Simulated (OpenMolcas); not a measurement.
Pd3+ among 2 point charges of -1.5 e arranged as a linear pair (D∞h), 2.13 Å from the ion.
```
   0.0000    0.0000    2.1300  -1.50
   0.0000    0.0000   -2.1300  -1.50
```

| Property | Result |
| --- | --- |
| Program | OpenMolcas |
| Method | CASSCF |
| Basis | ANO-RCC-VDZP [6s5p3d1f] |
| Scalar Hamiltonian | DKH2, point nucleus |
| Active space | 7 electrons in 5 orbitals (4d) |
| State averaging | 2S+1 = 4 even, 10 roots; 2S+1 = 2 even, 40 roots |
| Spin-orbit coupling | RASSI with atomic mean-field integrals over the reference wave functions |

(1) What is the spin-free ground state (labels by Λ)?

(2) Where is the first state of the same spin?

(3) What are the lowest two levels with spin-orbit coupling?

(4) What is χT at 300 K, and how does it compare with the textbook value?

Answers

(1) 4Φ, 2-fold in its orbital part, 100 % from free-ion F terms; it has the highest spin that d7 allows.

(2) 4Σ at 728 cm-1 above the ground state.

(3) A 2-fold level with g = 0.00, 0.00, 11.98, then a 2-fold level 1346 cm-1 above it. Their leading multiplicities are 4 (99 %) and 4 (98 %).

(4) The lowest level has 2S+1 = 4, for which the spin-only value is χT = S(S+1) / 2 = 1.875 cm3 K/mol (g = 2). The computed 4.811 at 300 K differs by +2.936, through orbital momentum, spin-orbit coupling and any other state in reach.

Without dynamic correlation the repulsion within the d shell is too large (B by tens of per cent), so at a given field states of lower spin stand too high. Point charges give a weaker field than real ligands, and real ions of this kind are as a rule low spin; the high spin found here belongs to the model. The ground term spreads over less than 5000 cm-1, several times less than with real ligands, so orbital moments are less quenched and χT lies further from the spin-only value than at real sites. This is an electrostatic model: the charges have no orbitals. No measured value stands beside these numbers.
